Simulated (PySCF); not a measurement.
C2H8GaP, SMILES [CH3][Ga]([CH3])[PH2].

Geometry optimised at B3LYP-D3(BJ)/def2-SVP. The structure was generated by enumeration; whether it is a known compound was not checked. Other conformers were not sampled.

Vertical ionisation energy (IE) and electron affinity (EA) in eV. Rows of orbital energies are one-electron estimates. Where ΔSCF, EOM or ADC give a negative EA the extra electron is unbound and the value depends on the basis.

| level | IE | EA |
|---|---|---|
| −ε(HOMO), −ε(LUMO), PBE0/def2-TZVP (PySCF) | 6.80 | 0.94 |
| −ε(HOMO), −ε(LUMO), PBE/def2-TZVP (PySCF) | 5.76 | 1.72 |
